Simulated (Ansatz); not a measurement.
H₄O₂Sn, singlet, geometry from GFN2-xTB (such geometries of metal compounds can be far from the true shape) (core potentials on Sn); PBE0/def2-SVP (Ansatz, a first-principles code).

Ansatz was given this input:
Ansatz 0.2 input:
```yaml
crystal:
  periodic: [false, false, false]
  atoms:
    - {symbol: Sn, position_ang: [0.30410904, -0.00313714, 0.00323267]}
    - {symbol: O, position_ang: [-0.88534843, 1.41095396, 0.57104477]}
    - {symbol: O, position_ang: [-0.90192625, -1.39251671, -0.59004347]}
    - {symbol: H, position_ang: [1.14610446, -0.37830794, 1.37895416]}
    - {symbol: H, position_ang: [1.18271513, 0.35428420, -1.35419886]}
    - {symbol: H, position_ang: [-1.60129906, 1.63426100, -0.02203245]}
    - {symbol: H, position_ang: [-1.63477499, -1.60087817, -0.01236695]}
basis:
  gaussian:
    orbitals: def2-SVP
hamiltonian:
  xc: pbe0
```

What the program printed (banner, timings and long lists left out):

```
Functional definition: PBE0
806 factors; integrals over basis functions are off by at most 5.4e-4 eV
mean field evaluation 1: about -9974.4640 eV, gradient 6.9e1 eV
mean field evaluation 2: about -9955.0885 eV, gradient 1.2e2 eV
mean field evaluation 4: about -9982.7878 eV, gradient 1.1e0 eV
mean field evaluation 8: about -9982.9092 eV, gradient 3.9e-2 eV
mean field evaluation 16: about -9982.9092 eV, gradient 7.6e-5 eV
mean field -9982.90919401 eV, -366.8651462208 hartree, gradient 1.9e-5 eV, S^2 0.000000; 0 other end points of the search recorded, 0 dependent functions left out
reference -9982.90922223 eV, -366.8651472580 hartree; 21, 21 occupied and 53, 53 virtual orbitals, 806 factors
Total energy: -9982.90922223 eV, -366.8651472580 hartree
```
